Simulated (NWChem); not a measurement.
MgSiH$_{4}$O; SMILES [OH][Mg][SiH3]

```xyz
7

Mg    -0.0193     0.7545    -0.0323
O      0.0262     2.5428     0.0385
H     -0.1710     3.4311    -0.2773
Si     0.0013    -1.8110     0.0047
H      0.4282    -2.4065    -1.3176
H     -1.3580    -2.3982     0.3094
H      0.9448    -2.3734     1.0431
```
Atoms are numbered in this order, from 1.

Computed with NWChem. Pople sets run with spherical d functions. The geometry was optimised at PBE-D3(BJ)/def2-SVP. Core excitations by TDA in a window of 1s orbitals, non-relativistic and unshifted: absolute energies depend strongly on the exact-exchange share.

| level | first 1s excitation (eV) | dipole oscillator strength of the first |
|---|---|---|
| Si K edge, PBE0/6-311G** | 1799.4 | 0.0013 |
| Si K edge, PBE/def2-TZVP | 1777.6 | 0.0008 |
| O K edge, BHandHLYP/def2-TZVP | 530.1 | 0.0035 |
| O K edge, PBE0/6-311G** | … | … |

Task: Complete the blanks.

Result: 
- O K edge, PBE0/6-311G**, first 1s excitation (eV): 518.2
- O K edge, PBE0/6-311G**, dipole oscillator strength of the first: 0.0029
